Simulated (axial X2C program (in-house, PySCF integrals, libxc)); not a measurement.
**TiBr⁺ along the bond: PBE0, with spin–orbit coupling**

Computed with an in-house relativistic program for diatomic molecules. Two-component (2c) means X2C with spin–orbit coupling and atomic mean-field two-electron Coulomb and Gaunt terms. Basis: Br dyall-cv3z [8s9p6d4f1g], Ti dyall-cv3z [10s10p6d4f2g] (cores contracted in-house); Gaussian nuclei, density fitting, unrestricted open shells. Masses: Br 78.918 u, Ti 47.948 u.

State: Ω = 1 (⟨Sz⟩ = -1.00, ⟨Lz⟩ = 2.00 at PBE0). Dipoles are positive if Ti is the positive end and refer to the centre of mass.

| R (Å) | μ (D) | HOMO (eV) | LUMO (eV) |
| --- | --- | --- | --- |
| 1.988 | 6.908 | -11.78 | -8.53 |
| 2.079 | 7.561 | -11.91 | -8.65 |
| 2.148 | 8.051 | -12.02 | -8.75 |
| 2.216 | 8.539 | -12.14 | -8.85 |
| 2.285 | 9.018 | -12.25 | -8.94 |
| 2.365 | 9.564 | -12.38 | -9.05 |
| 2.445 | 10.091 | -12.50 | -9.16 |
| 2.548 | 10.740 | -12.62 | -9.30 |
| 2.673 | 11.482 | -12.44 | -9.46 |
| 2.856 | 12.449 | -12.03 | -9.67 |

(1) The minimum lies at 2.278 Å. What is the dipole moment there?

Occupations by symmetry block were frozen at the best pattern of an incomplete PBE0 search. Density functionals use the spin component along the axis (collinear). PBE0 can misorder states that lie within some tenths of an eV, so this need not be the ground state of the molecule. The nearest other 2c determinant of the search, Ω = 3, lies 0.03 eV up at the distance of the search. Without a current term, density functionals place determinants with orbital angular momentum somewhat too high. With several unpaired electrons one determinant need not be a pure state.

## Answers

(1) At PBE0, 2c, with the sign and origin stated: μ = 8.97 D.
